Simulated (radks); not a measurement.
Results of a calculation; reference values are marked as such.
Question: These are the eigenvalues of the occupied orbitals of an atom or ion with whole-number occupations (eV). Level of theory: scalar-relativistic Kohn-Sham, BP86, spin-polarised, spherical densities, point nucleus (a radial shooting solver on a logarithmic mesh with Libxc functionals).

1s up: -5959.335
1s down: -5958.696
2s up: -744.4143
2s down: -742.6686
2p up: -637.7962
2p down: -636.3136
3s up: -144.4366
3p up: -114.7792
3p down: -110.1067
3d up: -68.7257
4s up: -45.1811

Which element is it, and in what charge state? The configuration may be excited. Open shells, if any, are filled with parallel spins first.

Answer: Z = 24, chromium, charge +4: Cr4+ in [Ne] 3s1 3p6 3d2 4s1. The list shows which subshells hold electrons but not how many an open one holds; the 1s level, -219 hartree, gives Z - s = 20.9 by -(Z - s)^2/2, which with screening and relativity narrows Z to a few neighbours, and the depths of the outer levels then fix element, charge and occupations together.
